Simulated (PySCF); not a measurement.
# Fe⁸⁺ (iron, charge +8): Hartree-Fock from Schrödinger to Dirac-Coulomb-Breit

Occupied: 1s1/2, 2s1/2, 2p1/2, 2p3/2, 3s1/2, 3p1/2, 3p3/2. Hartree-Fock calculated with PySCF 2.14 in an uncontracted even-tempered set (22 s from 0.18 bohr⁻², ratio 2.3; 16 p from 0.22 bohr⁻², ratio 2.3), Gaussian nucleus throughout. NR is non-relativistic, sf-X2C the spin-free one-electron X2C Hamiltonian, X2C adds the bare one-electron spin-orbit term, X2C-SNSO screens it by Boettger's factors, DC is four-component Dirac-Coulomb, and the Gaunt and Breit terms are added at first order (total energies over the DC spinors, levels after relaxing the spinors in that mean field). QED terms are absent. Levels marked empty are virtual spinors of this ion; the basis has s and p functions only, so 3d, which can lie below the n = 4 levels, is absent.

```
Hamiltonian  E (hartree)  E − E(DC) (hartree)  CPU seconds
         NR   -1242.1500               9.1824         0.66
     sf-X2C   -1251.1403               0.1921         0.39
        X2C   -1251.1651               0.1673         0.61
   X2C-SNSO   -1251.1614               0.1710         0.61
         DC   -1251.3324               0.0000           19
   DC+Gaunt   -1250.8175               0.5149           36
   DC+Breit   -1250.8627               0.4696          110
```

Problem. Give the 2p spin-orbit interval with each Hamiltonian that has one.

Solution. X2C 13.93; X2C-SNSO 12.85; DC 12.68; DC+Gaunt 12.36; DC+Breit 12.36 (eV).

```
   level (eV)       NR   sf-X2C      X2C  X2C-SNSO       DC  DC+Gaunt  DC+Breit
        1s1/2  -7295.0  -7357.6  -7357.5   -7357.5  -7360.7   -7352.7   -7353.2
        2s1/2  -1056.3  -1069.7  -1069.7   -1069.7  -1070.0   -1069.4   -1069.5
        2p1/2  -932.91  -934.99  -944.36   -943.62  -943.64   -942.66   -942.76
        2p3/2  -932.91  -934.99  -930.43   -930.78  -930.97   -930.30   -930.40
        3s1/2  -275.93  -278.43  -278.42   -278.43  -278.47   -278.39   -278.40
        3p1/2  -233.77  -234.22  -235.72   -235.61  -235.60   -235.46   -235.48
        3p3/2  -233.77  -234.22  -233.48   -233.54  -233.56   -233.48   -233.49
4s1/2 (empty)  -97.010  -97.596  -97.596   -97.596  -97.605   -97.586   -97.588
4p1/2 (empty)  -86.011  -86.152  -86.469   -86.444  -86.443   -86.412   -86.416
4p3/2 (empty)  -86.011  -86.152  -85.997   -86.009  -86.014   -85.994   -85.999
```

Weight of the small component: 1s1/2 0.00875, 2s1/2 0.00163, 2p1/2 0.00160, 2p3/2 0.00157, 3s1/2 0.000411, 3p1/2 0.000378, 3p3/2 0.000374, 4s1/2 0.000120, 4p1/2 0.000109, 4p3/2 0.000108.

Koopmans' value for the highest occupied level at DC+Breit: 233.49 eV, against an ionisation energy of 233.6 ± 0.4 eV (semi-empirical (NIST evaluation); NIST Atomic Spectra Database, ionization energies); the former lacks relaxation, correlation, QED and recoil.

The whole ladder took 170 s of wall time on 1 thread of Neoverse-V1 (shared host), launched as `OMP_NUM_THREADS=1 python relrun2.py TASK.json OUT` (a driver that calls PySCF for each Hamiltonian).

Dirac-Coulomb iterations, started from the X2C spinors:

```
with_ssss True, with_gaunt False, with_breit False
light speed = 137.03599967994
init E= -1250.63206420082
cycle= 1 E= -1251.33236560689  delta_E= -0.7  |g|= 0.157  |ddm|= 0.0179
cycle= 2 E= -1251.33238790727  delta_E= -2.23e-05  |g|= 0.00417  |ddm|= 0.00354
cycle= 3 E= -1251.33238821923  delta_E= -3.12e-07  |g|= 0.000534  |ddm|= 0.000696
cycle= 4 E= -1251.33238822522  delta_E= -5.99e-09  |g|= 4.75e-06  |ddm|= 8.87e-05
```
